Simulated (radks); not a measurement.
Charge is removed step by step from the 4d (averaged over the sub-levels emptied) level of Re+, starting from [Xe] 4f14 5d5 6s1. All-electron calculation, Dirac Kohn-Sham, PBEsol, spin-unpolarised, spherical densities, point nucleus; open shells are shared between the two j in proportion to 2j + 1. Program: a radial shooting solver on a logarithmic mesh with Libxc functionals.

removed (e)  E - E(0) (eV)  eigenvalue (eV)  E minus straight line (eV)
0                    0.000          -262.34                       0.000
0.25                66.304          -268.13                      -2.250
0.5                 134.08          -274.10                      -3.028
0.75                203.37          -280.24                      -2.292
1                   274.21          -286.54                       0.000

Removing the whole electron costs 274.21 eV by Delta-SCF, against 262.34 eV from minus the eigenvalue at the starting occupation. Slater's transition state (half an electron removed) gives 274.10 eV. Integrating minus the eigenvalue over the occupation (Janak's theorem) gives 274.21 eV. The mean slope of the eigenvalue, de/dn, is 24.2 eV per electron.
